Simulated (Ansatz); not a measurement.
Cost and result for the atomization energy of `F[CH]1[CH2][AlH]1` (8 atoms, 8 bonds).

```json
{"atom": "F1", "x (Å)": "1.045", "y (Å)": "1.416", "z (Å)": "1.013"}
{"atom": "C2", "x (Å)": "-0.032", "y (Å)": "0.743", "z (Å)": "0.467"}
{"atom": "C3", "x (Å)": "0.100", "y (Å)": "-0.788", "z (Å)": "0.348"}
{"atom": "Al4", "x (Å)": "-0.375", "y (Å)": "0.065", "z (Å)": "-1.299"}
{"atom": "H5", "x (Å)": "-0.930", "y (Å)": "1.012", "z (Å)": "1.031"}
{"atom": "H6", "x (Å)": "1.149", "y (Å)": "-1.068", "z (Å)": "0.178"}
{"atom": "H7", "x (Å)": "-0.333", "y (Å)": "-1.424", "z (Å)": "1.117"}
{"atom": "H8", "x (Å)": "-0.624", "y (Å)": "0.044", "z (Å)": "-2.855"}
```

Charge 0, multiplicity 1. Geometry: relaxed with PBE0-D4/def2-TZVP. Program: Ansatz. All runs use 2 threads of an AMD EPYC 7B13 on a shared host. Times are those of one run each, without the atoms' runs, and a repeat can differ threefold. Electronic energies, without spin–orbit coupling; frozen cores. CCSD(T)/CBS adds CCSD(T) − MP2 in def2-TZVPP to the MP2 limit, and its time is that of the two runs behind it. T1 = 0.013. B3LYP takes the VWN-RPA correlation (the form of Gaussian; ORCA's B3LYP/G).

CCSD(T)/CBS is a level of theory with its own doubt, some kJ/mol a heavy atom from the limit and from the frozen cores, so smaller differences don't rank the functionals.

```csv
level,functions,wall time,atomization (kcal/mol),difference from CCSD(T)/CBS,per bond
LDA (SPW92)/def2-TZVPP,191,1.3 s,758.6,107.3,13.4
BLYP-D4/def2-TZVPP,191,2 s,650.5,-0.8,-0.1
CCSD(T)/def2-SVP,80,2.3 s,616.5,-34.8,-4.3
PBE0-D4/def2-TZVPP,191,2.7 s,654.9,3.6,0.4
BHLYP-D4/def2-TZVPP,191,2.8 s,627.1,-24.2,-3.0
B3LYP-D4/def2-TZVPP (with forces),191,3.8 s,649.8,-1.5,-0.2
B2PLYP/def2-TZVPP,191,4.2 s,643.8,-7.5,-0.9
r2SCANh-D4/def2-TZVPP,191,4.6 s,651.3,0.0,0.0
B97M-V/def2-TZVPP,191,7 s,658.3,7.0,0.9
ωB97M-V/def2-TZVPP (with forces),191,8.5 s,654.4,3.1,0.4
MP2/def2-QZVPP,361,16 s,658.1,6.8,0.8
CCSD(T)/def2-TZVPP,191,42 s,633.2,-18.1,-2.3
CCSD(T)/CBS(def2),–,58 s,651.3,0.0,0.0
```

In def2-TZVPP, CCSD(T) changes the Hartree–Fock value by +171.6 kcal/mol (the triples alone add +11.2 kcal/mol) and MP2 by +185.7 kcal/mol; breaking electron pairs costs correlation energy, which Hartree–Fock lacks. From r2SCAN to r2SCAN0 (25 % exact exchange), in def2-TZVPP and without D4, the atomization energy moves by −13.1 kcal/mol: exact exchange takes away binding that semilocal exchange gives to molecules. The D4 term adds +4.7 kcal/mol with B3LYP and +2.4 kcal/mol with PBE0; it sums over pairs of atoms, weighted by their polarisabilities, and B3LYP, whose exchange is more repulsive, gets the larger term.
